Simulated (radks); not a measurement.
The numbers below are computed, except where a source is named.
Question: These are the eigenvalues of the occupied orbitals of an atom or ion with whole-number occupations (Ry). Level of theory: scalar-relativistic Kohn-Sham, PBE, spin-unpolarised, spherical densities, point nucleus (a radial shooting solver on a logarithmic mesh with Libxc functionals).

| orbital | eigenvalue |
|---|---|
| 1s | -1876.648 |
| 2s | -289.1573 |
| 2p | -260.9131 |
| 3s | -64.88759 |
| 3p | -55.61069 |
| 3d | -41.03736 |
| 4s | -20.41923 |
| 4p | -17.49124 |
| 4d | -13.04348 |

Which element is it, and in what charge state? The configuration may be excited.

Answer: Z = 47, silver, charge +10: Ag10+ in [Kr] 4d1. The list shows which subshells hold electrons but not how many an open one holds; the 1s level, -938.32 hartree, gives Z - s = 43.3 by -(Z - s)^2/2, which with screening and relativity narrows Z to a few neighbours, and the depths of the outer levels then fix element, charge and occupations together.
